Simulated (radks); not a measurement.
Question: Coherent X-ray form factor from a spherical all-electron density. Calculated with a radial shooting solver on a logarithmic mesh with Libxc functionals: non-relativistic Kohn-Sham, LDA (Slater exchange, VWN5 correlation), spin-polarised, spherical densities, point nucleus.

sin(theta)/lambda (1/angstrom),f0 (electrons)
0.05,18.248
0.1,16.764
0.15,15.230
0.2,13.705
0.25,12.255
0.3,10.973
0.4,9.064
0.5,7.881
0.6,7.103
0.8,5.922
1,4.819
1.25,3.602
1.5,2.703
2,1.740

The species is in the configuration that NIST lists as its ground one. Which atom or ion scatters so?

Answer: Neutral potassium, [Ar] 4s1. Extrapolating in s^2 from the first two rows gives f0(0) = 18.7, near the electron count 19; among species with that count, the fall with angle is slower the higher Z, and the table is that of Z = 19; from so few rows the species is fixed only to a neighbour or two.
